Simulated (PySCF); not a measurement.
An excited-state table with gaps

Species: 1,3-butanesultone, C4H8O3S.
Atom-mapped SMILES: `[CH3:1][C@H:2]1[CH2:3][CH2:4][S:5](=[O:6])(=[O:7])[O:8]1` (hydrogens: H9, H10, H11 on C1; H12 on C2; H13, H14 on C3; H15, H16 on C4)

Method: TDDFT CAM-B3LYP/def2-SVPD, vertical, gas phase, core orbitals frozen in the response (PySCF 2.14.0, density-fitted response routines). Geometry: PBE0-D3(BJ)/def2-SVP, one conformer, isolated molecule.

Orbital energies (eV): HOMO-3 -11.24, HOMO-2 -10.73, HOMO-1 -10.56, HOMO -9.97, LUMO 0.80, LUMO+1 1.23, LUMO+2 1.50.

Lowest singlets, with some entries withheld (?).

```csv
state,E (eV),f,"main configurations (H = HOMO, L = LUMO)"
S1,7.90,0.0013,"H→L (42%), H→L+1 (18%), H→L+4 (9%)"
S2,8.16,0.0088,"H→L+1 (46%), H→L (12%), H→L+5 (10%)"
S3,8.34,0.0012,"H→L (24%), H→L+5 (11%)"
S4,?,0.026,"H-1→L+1 (37%), H-1→L+3 (9%)"
S5,?,0.026,"H-1→L (49%), H-1→L+5 (9%)"
S6,?,0.035,"H-2→L+1 (40%), H-1→L+1 (10%), H-2→L+3 (9%)"
```

**Question.** Fill in the withheld entries.

**Answer.** 
- S4: E = 8.50 eV
- S5: E = 8.56 eV
- S6: E = 8.61 eV

**Question.** What is the mean static polarisability from the same response equations?

**Answer.** 73.7 au (10.92 Å³), with principal values 66.5, 72.6 and 82.1 au.

**Question.** How far apart are S4 and S5, in eV and cm⁻¹?

**Answer.** 8.557 − 8.498 = 0.059 eV, or about 480 cm⁻¹.
